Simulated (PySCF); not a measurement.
Electronic absorption of (H2In-mu-H)3

Compound: (H2In-mu-H)3.
Structure used (PBE0-D3(BJ)/def2-SVP), in Å, numbered top down from 1:
```
atom  x, y, z in Å
In1    0.7724    1.4694   -1.1781
H2     0.7157    0.8083   -2.7601
H3     1.3308    2.9545   -0.5247
H4    -0.9769    1.2657   -0.4792
In5   -1.9414    0.0794    0.6457
H6    -3.2201   -0.5000   -0.3385
H7    -1.8625    0.7864    2.2076
H8    -0.6841   -1.3398    0.6442
In9    1.1950   -1.5711    0.5412
H10    1.4111   -2.6270   -0.7945
H11    1.7647   -1.5819    2.1596
H12    1.6109    0.1734   -0.0722
```

The calculation used PySCF 2.14.0, density-fitted response routines, TDDFT CAM-B3LYP/def2-SVPD, vertical, gas phase, core orbitals frozen in the response, def2 core potentials past Kr. Spin–orbit coupling is left out.

```
state  E (eV)  λ (nm)       f     main configurations (H = HOMO, L = LUMO)
   S1    6.34   195.5  0.0004    H-4→L (38%), H-3→L+1 (28%), H-1→L+2 (13%)
   S2    6.51   190.5  0.0013                       H→L (62%), H→L+2 (11%)
   S3    6.54   189.5  0.0007      H→L+1 (28%), H-2→L (19%), H-2→L+2 (10%)
   S4    6.57   188.7  0.0002     H-2→L+1 (41%), H-1→L+1 (18%), H→L+2 (9%)
   S5    6.66   186.1   0.122                     H-1→L (57%), H-3→L (10%)
   S6    6.70   185.1   0.078  H-1→L+1 (45%), H-2→L+1 (12%), H-3→L+1 (10%)
   S7    6.75   183.6   0.155                     H→L+1 (41%), H-2→L (38%)
   S8    6.83   181.6   0.043                   H-3→L (46%), H-4→L+1 (30%)
   S9    6.89   180.0   0.048      H-5→L (30%), H-2→L (13%), H-5→L+1 (12%)
  S10    6.91   179.5   0.090    H-5→L (22%), H-5→L+1 (18%), H-2→L+1 (14%)
```

Triplets (Tamm–Dancoff): T1 5.78 eV, H-1→L (30%), H-2→L (15%), H-4→L+2 (11%); T2 5.81 eV, H-1→L+1 (18%), H→L+1 (14%), H-4→L (13%); T3 5.82 eV, H→L+1 (24%), H-2→L (23%), H-1→L+1 (10%); T4 5.86 eV, H-3→L+1 (33%), H-4→L (19%), H-1→L+2 (13%).

The lowest singlet comes at 195 nm (612 kJ/mol) in the vacuum ultraviolet; it is dark (f under 0.0005); its leading configuration is HOMO-4→LUMO (38%). The strongest level in the table is S7 at 6.75 eV (184 nm, f = 0.155). Löwdin shares by element: HOMO (one of a set within 0.03 eV) indium 38% or more, hydrogen 35% or more (atoms not listed hold the other 27%); LUMO indium 54%, hydrogen 9% or more (atoms not listed hold the other 37%). The listed states span 0.56 eV, and the widest gap between neighbours is 0.16 eV (S1 to S2). Of the 10 states listed, 6 reach f = 0.01 and 2 stay under 0.0005. Weighted by f, the mean energy of these states is 6.77 eV. No computed singlet lies in the visible range (380 to 750 nm); the lowest, at 195 nm, stands 3.08 eV above its violet end (3.26 eV). The vertical ionisation energy (ΔSCF) is 10.53 eV, 3.63 eV above S10. Singlets were solved by full linear response, triplets in the Tamm–Dancoff approximation.
